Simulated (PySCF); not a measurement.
# How methods differ on the ionisation energy of As²⁺

As²⁺ [Ar] 3d10 4s2 4p1 (2P) → As³⁺ [Ar] 3d10 4s2 (1S), as a difference of total energies. Computed with PySCF 2.14 in x2c-QZVPPall with one added diffuse shell each of s, p, d, f type (12s9p6d5f1g, 113 functions), with scalar relativity by spin-free X2C-1e. Correlated levels: valence: [Ar] 3d10 frozen; valence and next inner shell: [Ne] frozen. The calculations carry no spin-orbit coupling.

| method | ionisation energy (eV) | plus first-order spin-orbit estimate | error of that sum (eV) |
| --- | --- | --- | --- |
| UHF | 27.491 | 27.716 | -0.633 |
| LDA | 28.259 | 28.484 | +0.135 |
| PBE | 28.089 | 28.314 | -0.035 |
| PBE0 | 28.120 | 28.345 | -0.004 |
| r2SCAN | 28.325 | 28.550 | +0.201 |
| r2SCANh | 28.316 | 28.541 | +0.192 |
| CAM-B3LYP | 28.237 | 28.463 | +0.114 |
| PW91 | 28.182 | 28.407 | +0.058 |
| MP2 (valence) | 27.782 | 28.007 | -0.342 |
| SCS-MP2 (valence) | 27.775 | 28.001 | -0.348 |
| MP2 (valence and next inner shell) | 27.979 | 28.204 | -0.145 |
| SCS-MP2 (valence and next inner shell) | 27.914 | 28.139 | -0.210 |

Reference: 28.349 ± 0.012 eV (measured; NIST Atomic Spectra Database, ionization energies).

A first-order spin-orbit estimate (lowest level to lowest level, LS coupling) adds 0.225 eV.

Errors of the correlated levels include the incompleteness of this basis and the frozen core.
